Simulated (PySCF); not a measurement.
Electron correlation in Pt (platinum, neutral)

[Xe] 4f14 5d8 6s1 6p1, one real determinant (an excited configuration). Computed with PySCF 2.14 in def2-TZVPPD with the def2 core potential (60 electrons) (6s5p3d2f1g, 59 functions), with scalar relativity through the core potential. Frozen: nothing; 18 electrons correlated.

```csv
level,correlation energy (mhartree)
CCSD,-453.46
(T),-13.67
CCSD(T),-467.13
```

Diagnostics: T1 = 0.011, D1 = 0.0437, largest double amplitude 0.032.

The real determinant used has ⟨L²⟩ near 14 against 20 for a pure G term, so it mixes terms. Spin-orbit coupling, absent here, splits the open shell strongly.

Cost of the coupled-cluster step: about 50 core-seconds, for 18 correlated electrons.

The reference is one real determinant that mixes LS terms of this configuration.

The basis has no tight functions for the innermost shells, so their pair energies are far from complete.

This basis was not built for core-valence correlation, so the inner-shell part is incomplete.
